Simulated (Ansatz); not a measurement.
Two structures of TiH2Cl4O2, singlet, reached by relaxing down either side of one saddle point (PBE0-D4/def2-TZVP). Energies are electronic, without zero-point energy. Computed with Ansatz 0.2.0 (basis: def2-TZVPP and def2-QZVPP); correlated methods freeze the cores. Extrapolation: Hartree–Fock as exp(−7.88 √X), correlation as X^−2.97. First:

```
9
angstrom
Ti -0.1039 0.1349 -0.8452
Cl 2.1267 -0.2295 -0.6436
Cl -0.5361 -1.3954 -2.3149
Cl -2.2048 0.3621 -0.0166
Cl 0.0133 2.0268 -1.8929
H 1.0425 -1.1716 1.2432
O 0.0988 -0.9213 1.2545
O 0.2371 0.4941 1.4646
H -0.6735 0.7001 1.7508
```

Second:

```
9
angstrom
Ti -0.9822 0.2514 -0.7267
Cl 3.4593 -1.0332 0.5931
Cl -1.0912 -1.3720 -2.1646
Cl -2.9756 0.4994 0.1461
Cl -0.2345 2.0105 -1.7599
H 2.1821 -0.9133 0.4850
O 0.2120 -0.5528 0.4301
O -0.0084 0.6840 1.1203
H -0.5615 0.4261 1.8765
```

Task: Which bonds change from the first to the second?

Result: TiH₂Cl₄O₂ ([Cl][Ti]1([Cl])([Cl])([Cl])[OH][OH]1) → TiHCl₃O₂ ([Cl][Ti]1([Cl])([Cl])[O][OH]1) + HCl; bonds formed: Cl2–H6; dative contacts that become bonds: Ti1–O7; bonds broken: Ti1–Cl2, H6–O7.

Task: Give the saddle point's structure and its height above each. (To be estimated.)

Result: Computed: 11.53 kcal/mol above the first and 12.06 kcal/mol above the second (CCSD(T) at an estimated basis limit (MP2 extrapolated from triple and quadruple zeta, plus CCSD(T) − MP2 in triple zeta)).
```
9
angstrom
Ti -0.3307 0.0842 -0.6567
Cl 2.2579 -0.4285 -0.4255
Cl -0.5297 -1.5185 -2.1034
Cl -2.4464 0.4275 -0.1345
Cl 0.1906 1.9512 -1.6512
H 1.3293 -0.8909 0.6088
O 0.1051 -0.8457 1.0802
O 0.1313 0.5532 1.4017
H -0.7074 0.6677 1.8804
```

No T1 diagnostic of these runs exceeds 0.025.

Labels in which every atom is bracketed show which atoms are joined, not bond orders.

For scale, one of the runs: CCSD(T)/def2-TZVPP, 322 basis functions, launched by `ansatz run in.yaml --threads 4 --pin off --events-out ev --progress --plain --max-ram 46080MiB --backend cuda --devices 0, --max-vram 37GiB`. The run took 15 s on 4 CPU threads of an AMD EPYC 7R13 and a share of one NVIDIA H100 (shared host), with 0.86 GiB of host memory at its peak.
